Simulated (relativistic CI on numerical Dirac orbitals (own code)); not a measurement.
# Hyperfine structure of Ir, mass number 193

Calculated at this level of theory: Dirac-Coulomb-Breit CI, separate exchange-only KLI orbitals for each configuration, QED by a radiative potential, valence Slater integrals scaled by 0.85, P86 correlation energy added to each configuration (own radial code, finite nucleus).

Configuration list (outside the closed core [Xe] 4f14): 5d7 6s2, 5d8 6s, 5d7 6s 6p, 5d9, 5d6 6s2 6p, 5d8 6p, 5d7 6s 6d, 5d8 6d, 5d8 7s, 5d8 7p, 5d7 6s 7s, 5d7 6s 7p, 5d7 6s 8s, 5d7 6s 8p, 5d7 6p2, 5d6 6p3. Double excitations out of closed p, d and f shells are left out; levels of such configurations are missing from the list, as are those of other unlisted configurations, and high levels can miss mixing partners.

Nuclear spin I = 3/2, μ = 0.163 μN, Q = 0.751 b (tables of Stone and Pyykkö). The electronic factors are computed for point nuclear moments, without core polarisation; leaving it out makes A of s and p electrons in near-neutral atoms 20 to 40 % too small, and it can dominate for d and f shells.

```tsv
Level	E (cm⁻¹)	A (MHz)	B (MHz)
5d7 6s2 4F_9/2	0.0	108.2	355
5d8 6s 4F_9/2	802.0	326.4	-469
5d8 6s 4F_7/2	4401.0	2.389	-296
5d7 6s2 4F_7/2	6528.0	92	368
5d8 6s 4F_5/2	8502.4	-1.847	147
5d7 6s2 4F_3/2	11104.8	46.26	538
5d8 6s 2F_7/2	11330.3	244.2	-410
5d7 6s2 2G_9/2	13193.3	132.4	-500
```

Levels with J = 0, under 50 % of one LS term, or S terms without an open s electron are left out. Small factors come from cancelling terms and can be off by tens of per cent or more.

Correlation outside the listed configurations is missing or only estimated: errors of thousands of cm⁻¹ between configurations and terms are usual at this charge. Rates and lifetimes follow the computed energies and can be off by large factors. The fine structure of a lone outer electron comes out too small, for d and f at times inverted, and misplaced configurations move strength between like terms. 10 of the 40 excited levels that our extract of the measured tables holds in this range could be paired (the sources list more); they are missed by 1471 cm⁻¹ on average and 3716 at most, and levels without a partner can miss by more. Some levels of the ground configuration have no partner and can miss by 10 % or more.

**Question.** Give the hyperfine levels of 5d7 6s2 4F_9/2 relative to its centre of gravity.

**Answer.** With K = F(F + 1) − I(I + 1) − J(J + 1), E = AK/2 + B[¾K(K + 1) − I(I + 1)J(J + 1)]/[2I(2I − 1)J(2J − 1)]: F = 3: -729.8, F = 4: -533.5, F = 5: -66.59, F = 6: 818.7 MHz.

LS names give the leading component of a level, which can be under half, so a name can repeat, a term be missing and a line seem to break the LS rules.
